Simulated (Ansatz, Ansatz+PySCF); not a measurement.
```csv
atom,x (Å),y (Å),z (Å)
S,0.0250,0.0428,-0.0730
H,-0.0161,0.0144,1.2292
```

Basis set: def2-SVP (spherical functions). Frozen core: 5 orbitals. Correlation on ROHF uses semicanonical orbitals with singles. Charge 0, multiplicity 2.

Computed with Ansatz (development build ahead of 0.2.0); each method stands on the lowest determinant of its kind that the runs found.

The atomization energy at this shape (free ground-state atoms in the same class of orbitals less the molecule, no zero-point energy) of doublet SH:

| method | atomization energy |
| --- | --- |
| ωB97X (unrestricted) | 3.71 eV |
| r²SCAN (unrestricted) | 3.73 eV |
| PBE0 (unrestricted) | 3.65 eV |
| PBE (unrestricted) | 3.69 eV |
| UHF-CCSD(T) | 3.41 eV |
| UHF | 2.55 eV |

Q: What does ROHF-MP2 give?

A: 3.30 eV.
